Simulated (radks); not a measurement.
Species: Sm+. Configuration: [Xe] 4f6 6s1 (the NIST ground configuration). Method: scalar-relativistic Kohn-Sham, HCTH/407, spin-unpolarised, spherical densities, point nucleus; computed with a radial shooting solver on a logarithmic mesh with Libxc functionals.

Normalised radial functions P(r) = r R(r), r in bohr:

r,4s,4p,5s
0.001521,0.1369,0.0048,0.0557
0.002078,0.1739,0.0081,0.0708
0.002839,0.2177,0.0139,0.0886
0.00391,0.2680,0.0239,0.1092
0.005341,0.3182,0.0405,0.1296
0.007297,0.3610,0.0678,0.1470
0.009969,0.3813,0.1113,0.1552
0.01373,0.3555,0.1799,0.1446
0.01876,0.2574,0.2752,0.1044
0.02562,0.0662,0.3955,0.0263
0.03529,-0.2152,0.5202,-0.0885
0.04821,-0.4935,0.5825,-0.2013
0.06586,-0.6104,0.4895,-0.2470
0.09069,-0.3663,0.1432,-0.1435
0.1239,0.2402,-0.3918,0.1067
0.1693,0.8276,-0.8196,0.3375
0.2312,0.7543,-0.6854,0.2751
0.3185,-0.2269,0.1853,-0.1590
0.4351,-1.3016,1.1732,-0.5223
0.5944,-1.5117,1.4756,-0.2987
0.8185,-0.8931,0.9884,0.4318
1.118,-0.2920,0.3871,0.9533
1.528,-0.0490,0.0841,0.8960
2.104,-0.0033,0.0083,0.4821
2.874,-0.0001,0.0003,0.1545
3.926,0.0000,0.0000,0.0273
5.364,0.0000,0.0000,0.0022
7.387,0.0000,0.0000,0.0001
10.09,0.0000,0.0000,0.0000
13.79,0.0000,0.0000,0.0000

4s: eigenvalue -339.19 eV, 3 radial nodes at r = 0.0278, 0.111, 0.300 bohr, <r> = 0.579 bohr, 90 % of the charge inside 0.831 bohr. 4p: eigenvalue -254.69 eV, 2 radial nodes at r = 0.0993, 0.301 bohr, <r> = 0.613 bohr, 90 % of the charge inside 0.891 bohr. 5s: eigenvalue -49.787 eV, 4 radial nodes at r = 0.0278, 0.110, 0.288, 0.685 bohr, <r> = 1.41 bohr, 90 % of the charge inside 2.03 bohr.
